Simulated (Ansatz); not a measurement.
Harmonic frequencies (cm⁻¹) at PBE0-D4/def2-TZVP from Ansatz: 90, 118, 171, 193, 221, 258, 261, 525, 627, 698, 719, 743, 800, 820, 900, 1275, 1449, 1450, 1576, 3077, 3170, 3179, 3571, 3668.

Each molecule was computed in one conformer, which needn't be the lowest.

Question: Which molecule is it?
A. `[CH3][Ge]([NH2])([F])[F]`
B. `C[O][GeH]([F])[C]#N`
C. `C[NH][GeH]([F])[F]`
D. `C[NH][GeH2][F]`

Answer: A.
